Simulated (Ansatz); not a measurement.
Mulliken charges of FH$_{2}$NbO$_{3}$ (`[O]=[Nb]([OH])([OH])[F]`) from r2SCAN/def2-TZVPP in Ansatz (PBE0-D4/def2-TZVP geometry).

| atom | x (Å) | y (Å) | z (Å) | charge (e) |
| --- | --- | --- | --- | --- |
| O1 | -1.414 | -1.076 | 0.099 | -0.525 |
| Nb2 | -0.291 | 0.191 | 0.114 | 1.554 |
| O3 | 1.115 | -0.263 | 1.292 | -0.541 |
| O4 | 0.391 | 0.415 | -1.634 | -0.541 |
| F5 | -1.150 | 1.755 | 0.689 | -0.406 |
| H6 | 1.235 | -1.041 | 1.839 | 0.229 |
| H7 | 0.175 | -0.049 | -2.445 | 0.229 |

Task: By hand: the dipole of these point charges (1 e Å = 4.8032 D).

Result: Σ q r = (0.265, -0.183, -0.108) e Å, of length 0.340 e Å = 1.63 D.

Task: How does the dipole of the full density compare? (Estimate.)

Result: The calculation gave: (0.342, -0.259, -0.145) e Å, 2.18 D; the point charges give 0.75 times that, at 2° from its direction.

Point charges leave out the atoms' own dipoles, such as those of lone pairs, and Mulliken's split depends on the basis, so the two needn't agree.
